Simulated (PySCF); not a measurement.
Computed shifts of a molecule C₂H₈O₂Si, PySCF with PBE0/pcSseg-1, GIAO, gas phase, atoms alike by connectivity averaged where their shifts nearly agree, in ppm (number of nuclei): ¹³C: 55.5 (1), 1.4 (1). ²⁹Si: 6.0 (1). ¹H: 5.24 (1), 3.77 (1), 3.65 (1), 1.39 (1), 1.28 (1), 0.47 (3). References: ¹³C against TMS (σ = 186.3 ppm); ²⁹Si against TMS (σ = 352.7 ppm); ¹⁷O against H2O (σ = 334.2 ppm); ¹H against TMS (σ = 31.56 ppm), references at their B3LYP-D3(BJ)/def2-TZVP geometries, non-relativistic. Geometry: B3LYP-D3(BJ)/def2-SVP. One conformer was computed; it need not be the lowest.

Q: Pick the molecule that these values belong to.
(A) CO[SiH2]CO
(B) C[Si@H](O)CO
(C) OCCO[SiH3]
(D) CO[Si@@H](C)O

A: B, C[Si@H](O)CO
